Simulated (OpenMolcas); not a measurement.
**Pr4+: effect of the ligand basis**

Pr4+ with 6 ligands (iodide) in octahedral coordination (Oh) at 2.98 Å. A charge of +0.333 e stands 2.8 Å behind each ligand.

```yaml
Program: OpenMolcas 26.06
Method: "SS-CASPT2, IPEA 0.25 Eh, imaginary shift 0.1 Eh (closed shells correlated: 5s 5p and the ligand valence shells)"
Spin-orbit_coupling: RASSI with atomic mean-field integrals over the reference wave functions
```

Fixed: metal basis ANO-RCC-VTZP, active space 1 electron in 7 orbitals (4f), DKH2 Hamiltonian.

States (labels of O, the rotations of Oh). Energies in cm-1 above the lowest state or level, χT in cm3 K/mol.

| Run | Ligand basis | Ground state | First state of that spin | First gap with spin-orbit (degeneracies) | Width of lowest J | χT at 300 K | Cost |
| --- | --- | --- | --- | --- | --- | --- | --- |
| A | ANO-RCC-VDZP | 2A2 | 2T2 510 | 1010 (2, 4) | 1010 | 0.398 | roughly 6 core-minutes |
| B | ANO-RCC-VTZP | 2A2 | 2T2 490 | 1050 (2, 4) | 1046 | 0.389 | roughly 22 core-minutes |

Against A, the width of the lowest J multiplet changes by +3.6 % in B.

Costs are those of the CASPT2 steps.

Roots that are degenerate in the reference are averaged as groups; the widest CASPT2 spread within a group is 250 cm-1 (the 3-fold group of multiplicity 2 near 1990 cm-1 above the lowest state of its run, B). Shifts and gaps below about the spread of the groups concerned are not significant. Over all roots computed the reference weight is 0.68 in A, 0.62 in B; a low but even weight reflects the number of correlated electrons. Splittings of an f shell from a small cluster at a set distance can be off by tens of per cent, mostly too small. No measured value stands beside these numbers; the geometry was imposed, not optimised, and the real ion may take another.
